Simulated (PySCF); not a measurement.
Computed IR spectrum (relative IR intensity) of a molecule C2H9NSi2. Geometry optimised at B3LYP-D3(BJ)/def2-SVP. Other conformers were not sampled. All values below come from B3LYP-D3(BJ)/def2-SVP run with PySCF 2.14.0. Frequencies are harmonic and unscaled.

Lines under 2 % of the strongest are left out, and lines within 2 cm⁻¹ are merged.

```csv
ν (cm⁻¹),relative intensity
146,2.3
483,4.3
636,9.1
644,2.2
690,25
711,11
791,33
843,13
864,8.0
919,39
960,100
975,21
983,81
1090,41
1092,24
1148,2.8
1177,9.8
1209,2.2
1230,2.9
1476,5.5
2157,69
2213,89
2220,47
2227,47
2972,25
2978,16
3060,15
```

Problem. Pick the molecule that these values belong to.
A) C=C[SiH2]N[SiH3]
B) C[Si@H]1CN[SiH2]1
C) C[Si@H]1C[SiH2]N1
D) [SiH3]N1C[SiH2]C1

Solution. D, [SiH3]N1C[SiH2]C1
